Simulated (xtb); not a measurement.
Harmonic IR lines of one isomer of C₅H₁₀, unscaled. Level of theory: GFN2-xTB run with xtb.

wavenumber (cm⁻¹): 2984 (vw), 2999 (m), 3006 (vs)

### Question
Name which structure gives these lines.
A) `C/C=C\CC`
B) `C/C=C/CC`
C) `CC=C(C)C`
D) `C1CCCC1`

### Answer
D, `C1CCCC1`
